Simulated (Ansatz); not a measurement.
Input file for Ansatz (a first-principles code): R-BLYP/def2-TZVPP on HISSi (SMILES S[Si]I), a point of a torsion scan. Elements past Kr take the def2 small-core potentials; no spin–orbit coupling.

Ansatz 0.2 input:
```yaml
crystal:
  periodic: [false, false, false]
  atoms:
    - {symbol: S, position_ang: [-1.34519807, 0.36345477, 0.41423114]}
    - {symbol: Si, position_ang: [0.63645562, 1.06488309, -0.18198987]}
    - {symbol: I, position_ang: [0.75797407, 0.37127126, -2.58352845]}
    - {symbol: H, position_ang: [-1.45641556, -0.67926220, -0.39754422]}
basis:
  gaussian:
    orbitals: def2-TZVPP
hamiltonian:
  xc: {name: BLYP}
scf: {lower_state_search: off}
```

The log:

```
WARN ansatz: RAYON_NUM_THREADS=1 ignored (pool sized by the plan → 1); use --threads N
Functional definition: BLYP
these checks for a lower state are left out or cut short: stability, starts, cluster_reference, orbital_swaps, neighbouring_geometries, increment
integrals: 0.07 GiB planned
998 factors; their error is unknown
mean field: 0.45 GiB planned
mean field evaluation 1: about -26829.1701 eV, gradient 2.1e1 eV
mean field evaluation 2: about -26823.8001 eV, gradient 4.5e1 eV
mean field evaluation 4: about -26830.4502 eV, gradient 3.5e0 eV
mean field evaluation 8: about -26830.4780 eV, gradient 1.6e-1 eV
mean field evaluation 16: about -26830.4537 eV, gradient 1.7e-4 eV
mean field -26830.45370326 eV, -986.0009872599 hartree, gradient 5.0e-6 eV, S^2 0.000000; 0 other end points of the search recorded, 0 dependent functions left out
reference -26830.45398457 eV, -986.0009975980 hartree; 28, 28 occupied and 120, 120 virtual orbitals, 998 factors
Total energy: -26830.45398457 eV, -986.0009975980 hartree
Checks for a lower state left out: stability, starts, cluster_reference, orbital_swaps, neighbouring_geometries, increment
```

The calculation finished and met its thresholds.

Cost: about 1.0 core-seconds (a rough figure).
